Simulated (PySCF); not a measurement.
SeBr₂, SMILES Br[Se]Br.

Geometry: PBE0-D3(BJ)/def2-SVP.

Two levels are set side by side: TDDFT-PBE/def2-SVPD (PySCF) and TDDFT-PBE0/def2-SVPD (PySCF). Vertical, same geometry. The lowest singlet is HOMO→LUMO 100 % with PBE and HOMO→LUMO 100 % with the other functional; states are paired by order. Differences are taken from unrounded values.

```json
[
 {"quantity": "lowest singlet excitation (eV)", "TDDFT-PBE0": "2.25"},
 {"quantity": "lowest triplet excitation (TDA) (eV)", "TDDFT-PBE0": "1.60"},
 {"quantity": "first bright state (f over 0.05) (eV)", "TDDFT-PBE0": "5.59"},
 {"quantity": "its oscillator strength", "TDDFT-PBE0": "0.14"}
]
```

**Question.** What does TDDFT-PBE give, and how far is it from TDDFT-PBE0? (Estimate from the structure and the level; the computed values follow.)

**Answer.** 
```json
[
 {"quantity": "lowest singlet excitation (eV)", "TDDFT-PBE": "2.00", "TDDFT-PBE minus TDDFT-PBE0": "-0.25"},
 {"quantity": "lowest triplet excitation (TDA) (eV)", "TDDFT-PBE": "1.43", "TDDFT-PBE minus TDDFT-PBE0": "-0.17"},
 {"quantity": "first bright state (f over 0.05) (eV)", "TDDFT-PBE": "4.99", "TDDFT-PBE minus TDDFT-PBE0": "-0.60"},
 {"quantity": "its oscillator strength", "TDDFT-PBE": "0.10", "TDDFT-PBE minus TDDFT-PBE0": "-0.04"}
]
```

Functionals without exact exchange tend to place singlet excitations lower, as here. Differences between two approximate levels are no errors against the true value.

Rough cost on one machine, each run with all the roots and properties that it gave: TDDFT-PBE0 against TDDFT-PBE about 4 times.
